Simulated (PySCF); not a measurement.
C3H7B2F3.
SMILES: `C(CBB)C(F)(F)F`

Torsions of this conformer, `[BH2:1][BH:2][CH2:3][CH2:4][C:5]([F:6])([F:7])[F:8]`: B1–B2–C3–C4 177°, B2–C3–C4–C5 177°, C3–C4–C5–F6 -62°.

The closed-shell ground state was solved at several levels (PySCF, density fitting, gas phase, non-relativistic). One conformer (not necessarily the lowest) at the GFN2-xTB geometry, without solvent, vibrations or thermal averaging.

```json
{"level": "PBE0/pcSseg-1", "basis functions": "171", "HOMO (eV)": "-8.60", "LUMO (eV)": "-1.85", "gap (eV)": "6.75", "dipole (D)": "2.08"}
{"level": "CAM-B3LYP/def2-SVPD", "basis functions": "225", "HOMO (eV)": "-10.08", "LUMO (eV)": "-0.80", "gap (eV)": "9.28", "dipole (D)": "2.26"}
```

(1) What might B3LYP/pcJ-1 (286 basis functions) give for the same quantities?

(2) Over all these levels, which gives the widest orbital gap and which the narrowest?

(3) How far do the dipole and the HOMO energy spread over the levels?

Results:

(1) HOMO -8.42 eV, LUMO -2.08 eV, gap 6.34 eV, dipole 2.06 D.

(2) CAM-B3LYP/def2-SVPD (range-separated hybrid) has the widest, 9.28 eV, and B3LYP/pcJ-1 (global hybrid, 20 % exact exchange) the narrowest, 6.34 eV. Functional and basis both differ between the two, so the spread mixes both effects.

(3) The dipole runs from 2.06 to 2.26 D (mean 2.13 D) and the HOMO from -10.08 to -8.42 eV.
